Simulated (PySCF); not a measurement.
**Question.** What does the PBE0-D3(BJ)/def2-SVP structure of InChI=1S/Cl4Si/c1-5(2,3)4 look like in three dimensions?

**Answer.** 
```
atom  x, y, z in Å
Si1   -0.0015    0.0001    0.0016
Cl2    0.0008   -0.0219    2.0366
Cl3    1.9162    0.0102   -0.6761
Cl4   -0.9617    1.6674   -0.6623
Cl5   -0.9539   -1.6560   -0.6998
```

Orientation and origin are arbitrary. Atoms count from 1 in this order. Si1 (silicon bonded to 4 Cl) is tetrahedral (angles from 109.3° to 109.7°). All 4 Cl–Si bonds measure 2.034 to 2.035 Å.

Bonds between heavy atoms (Å): Si1–Cl2 2.035, Si1–Cl3 2.034, Si1–Cl4 2.035, Si1–Cl5 2.035.

Computed with PBE0-D3(BJ)/def2-SVP geometry optimisation, gas phase (PySCF).

Point group: Td (every atom within 0.08 Å of its image). PBE0-D3(BJ)/def2-SVP frequencies: not computed here.

The run took 10 s of wall time on one thread of an Arm Neoverse V2, no GPU (shared host). This is the geometry optimisation.
